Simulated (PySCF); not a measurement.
# Cr (chromium, neutral): r2SCAN calculation

Configuration: [Ar] 3d4 4s2, high-spin 5D determinant (an excited configuration). Calculation: PySCF 2.14, in aug-cc-pVDZ-DK (7s6p4d2f, 59 functions); scalar relativity by spin-free X2C-1e.

```
Total energy                                                  : -1050.683 hartree
One-electron energy                                           : -1442.875 hartree
Hartree (Coulomb) energy                                      : 441.151 hartree
Exchange-correlation energy                                   : -48.960 hartree
⟨S²⟩                                                          : 6.0231
⟨L²⟩                                                          : 6.046
Sum of ⟨r⟩                                                    : 21.53 bohr
Sum of ⟨r²⟩                                                   : 42.98 bohr²
Traceless quadrupole moment −½Σ⟨3z² − r²⟩ along its main axis : 0.0161 e·bohr²
Langevin diamagnetic susceptibility                           : -34.0 ×10⁻⁶ cm³/mol
```

```
shell  electrons  mean orbital energy (hartree)  spread (hartree)  rms radius, mean of both spins (bohr)
 1s α          1                     -216.91687                 0                                 0.0734
 1s β          1                     -216.91620                 0                                 0.0734
 2s α          1                      -24.99519                 0                                  0.317
 2s β          1                      -24.92518                 0                                  0.317
 2p α          3                      -20.97993           0.01453                                  0.288
 2p β          3                      -20.92558           0.02785                                  0.288
 3s α          1                       -3.02517                 0                                  0.964
 3s β          1                       -2.84623                 0                                  0.964
 3p α          3                       -1.92799           0.00773                                   1.05
 3p β          3                       -1.74704           0.06302                                   1.05
 3d α          4                       -0.28392           0.05429                                   1.47
 4s α          1                       -0.19957                 0                                   3.55
 4s β          1                       -0.16382                 0                                   3.55
```

Densities and radii are taken from the X2C orbitals without a picture-change correction, which distorts them close to the nucleus.
